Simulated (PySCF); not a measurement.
An EPR job on `F[C@@H]1[CH][C@@H]1[SiH2]N[SiH3]` [radical].

Computed with UKS B3LYP, pcH-1 on C F H N Si, non-relativistic, mean-field spin-orbit, GIAO (PySCF 2.14.0). Geometry: GFN2-xTB. The command runs a driver script over a list of jobs; the input below is this job's line of settings and its coordinates in Å.

Command:
```bash
OMP_NUM_THREADS=1 python probes_run.py task.json out
```

Input:
```
{"job": {"kind": "epr", "basis": "pcH-1"}, "charge": 0, "multiplicity": 2}
F     -2.598366    -1.893054     0.346818
C     -2.762233    -0.522409     0.240715
C     -2.401746     0.159798    -0.986247
C     -1.513452     0.324133     0.154323
Si     0.171961    -0.563380     0.177354
N      1.333208     0.666677    -0.159986
Si     3.052935     0.576613     0.047676
H     -3.610183    -0.229969     0.849115
H     -2.221796    -0.213766    -1.970470
H     -1.537889     1.250687     0.716319
H      0.194334    -1.625958    -0.829949
H      0.402025    -1.095479     1.521832
H      0.987363     1.495741    -0.613786
H      3.599209     1.720884    -0.680540
H      3.371911     0.654135     1.475023
H      3.525120    -0.695707    -0.497159
```

Problem. Give the output.

Solution. 
```
UKS, coarse grid
  cycle   1  E = -853.19126922  |g| = 5.10e-01
  cycle   2  E = -853.08117906  |g| = 7.49e-01
  cycle   3  E = -853.28273025  |g| = 7.68e-02
  cycle   4  E = -853.28487992  |g| = 3.33e-02
  cycle   5  E = -853.28542317  |g| = 7.52e-03
  cycle   6  E = -853.28545442  |g| = 2.66e-03
  cycle   7  E = -853.28545948  |g| = 1.42e-03
  cycle   8  E = -853.28546177  |g| = 3.55e-04
UKS, final grid
  cycle   1  E = -853.28541658  |g| = 3.75e-04
  cycle   2  E = -853.28541653  |g| = 5.35e-04
  cycle   3  E = -853.28541665  |g| = 4.85e-05
  cycle   4  E = -853.28541665  |g| = 2.47e-05
E = -853.28541665 Eh   <S^2> = 0.7533 (exact 0.7500)
g shifts (ppm)      1          2          3
  rmc          -155       -155       -155
  gc             12         22        -20
  oz_so         -98        291       1143
  total        -241        158        969
hyperfine (MHz)  atom isotope    a_iso     a_fc   dipolar eigenvalues
    0   19F      50.01      49.59    -62.38    -45.86    108.24
    1   13C      -4.25      -4.26     -4.05      1.31      2.74
    2   13C     254.62     254.69    -73.40    -70.02    143.41
    3   13C     -24.33     -24.32     -8.48     -3.19     11.67
    4  29Si     -59.94     -60.01    -13.45      6.25      7.20
    5   14N      -0.27      -0.27     -0.14     -0.10      0.24
    6  29Si      -0.87      -0.87     -0.23      0.10      0.12
    7    1H      46.12      46.12     -6.00     -2.94      8.94
    8    1H     -17.82     -17.84    -32.77     -3.83     36.60
    9    1H     123.87     123.87     -6.78     -4.66     11.44
   10    1H      -2.17      -2.17     -2.62     -1.58      4.20
   11    1H      21.99      21.99     -1.75     -0.90      2.65
   12    1H       0.37       0.37     -1.46     -1.27      2.73
   13    1H       0.68       0.68     -0.34     -0.31      0.64
   14    1H      -0.01      -0.01     -0.37     -0.33      0.70
   15    1H       0.07       0.07     -0.38     -0.35      0.73
```

rmc, gc and oz_so are the mass-correction, gauge-correction and orbital-Zeeman/spin–orbit parts of the g shift along its three principal axes; a_iso is the isotropic hyperfine coupling and a_fc its Fermi-contact part. Atoms in this output count from 0.

Problem. Get g_iso from the total shifts.

Solution. Their mean is 295 ppm; added to g_e = 2.002319 it gives 2.00261.

Main results: ⟨S²⟩ 0.753; g_iso 2.0026.

The structure is a single GFN2-xTB conformer in the gas phase; no vibrational or solvent corrections. GFN2-xTB frequencies show an imaginary mode (49i cm⁻¹), so this geometry is no minimum at that level.

Problem. Estimate the wall time. Hardware: Arm Neoverse V2, one thread, no GPU, on a shared host. And the peak memory of the process?

Solution. About 73 s (density and orbital grids were written too), with 0.96 GiB resident at the peak, the Python interpreter and its libraries included.
Labels such as C1 count atoms from 1, the log's own numbers from 0.
